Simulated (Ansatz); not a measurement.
Consider the ligand exchange at the Si–O bond: `C[Si]O` + HBr → `C[Si]Br` + H₂O.

Isolated molecules relaxed with PBE0-D4/def2-TZVP in Ansatz; ΔE leaves out vibrations. CCSD(T)/CBS adds triple-zeta CCSD(T) − MP2 to the extrapolated MP2 energy (def2 sets, frozen cores). This one scheme is used for every species. DFT in def2-TZVPP. HSE06 is defined as in plane-wave codes. For Br outer-core shells are correlated without core-valence functions, which leaves a few kJ/mol of doubt a bond. Scalar relativity is left out up to krypton. One conformer a species, not always the lowest.

```
             level  ΔE (kJ/mol)  difference from CCSD(T)/CBS
           BLYP-D4         -0.3                          6.0
          HSE06-D4        -10.5                         -4.2
      CAM-B3LYP-D4          7.0                         13.3
           ωB97M-V         -0.2                          6.1
             BHLYP          2.0                          8.3
         CAM-B3LYP          9.0                         15.3
     CCSD/def2-SVP          3.1                          9.4
SCS-MP2/def2-QZVPP         -2.1                          4.2
      HF/CBS(def2)          2.4                          8.7
     MP2/CBS(def2)        -10.5                         -4.2
       CCSD(T)/CBS         -6.3                            0
```

Largest T1 diagnostic among the species: 0.014.

At CCSD(T), def2-SVP lies +9.5 kJ/mol from the extrapolated value and def2-TZVPP +7.6 kJ/mol. Leaving LDA and LC-ωPBE aside and taking each functional with its dispersion term where it has one, the values spread over 17.5 kJ/mol, from HSE06-D4 to CAM-B3LYP-D4. LDA lies +6.7 kJ/mol from PBE without D4.
